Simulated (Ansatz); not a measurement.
Calculated with Ansatz (gas phase, PBE0-D4/def2-TZVP geometries, no zero-point term in ΔE). CCSD(T)/CBS adds triple-zeta CCSD(T) − MP2 to the extrapolated MP2 energy (def2 sets, frozen cores). This one scheme is used for every species, atoms too. DFT in def2-TZVPP. No spin–orbit coupling; open shells (•) take unrestricted orbitals. Spin–orbit coupling would lower the free atoms: a little for B, C, O. Each species was taken in one conformer, which may not be the lowest.

Consider the atomization: `C[OH+][BH-](C)C` → B• + 3 C• + 11 H• + O•.

CCSD(T)/CBS gives +5937.3 kJ/mol.

Task: Another level gave +4478.5 kJ/mol. Which?
A. revPBE/def2-TZVPP
B. PBE0/def2-TZVPP
C. HF/def2-TZVPP
D. BHLYP/def2-TZVPP

Result: C. HF/def2-TZVPP 4478.5, PBE0 5929.1, revPBE 5804.8, BHLYP 5789.4 kJ/mol.

Task: What do rigid-rotor, harmonic-oscillator terms from PBE0-D4/def2-TZVP frequencies (298.15 K, 1 bar) make of the CCSD(T)/CBS value? (Estimate.)

Result: The calculation gave: ΔZPE = -370.7 kJ/mol, ΔH = +5641.7 kJ/mol, ΔS = 1695 J/(mol·K), ΔG = +5136.4 kJ/mol. Open shells count their whole term as degenerate.

Largest T1 diagnostic among the species: 0.014.

In def2-TZVPP, CCSD(T) changes the Hartree–Fock value by +1339.0 kJ/mol (the triples alone add +64.8 kJ/mol) and MP2 by +1384.1 kJ/mol; breaking electron pairs costs correlation energy, which Hartree–Fock lacks. The D4 term adds +42.4 kJ/mol with B3LYP and +22.6 kJ/mol with PBE0; it sums over pairs of atoms, weighted by their polarisabilities, and B3LYP, whose exchange is more repulsive, gets the larger term. From r2SCAN to r2SCAN0 (25 % exact exchange), in def2-TZVPP and without D4, ΔE moves by −57.8 kJ/mol: exact exchange takes away binding that semilocal exchange gives to molecules.

B3LYP here is the variant with VWN-RPA as its local correlation; programs differ in this.

For atomizations the MP2-based limit and the directly extrapolated one differ by several kJ/mol either way, and by 10 to 25 for some Ge, Se and Sn compounds, so smaller differences from it don't rank the levels.
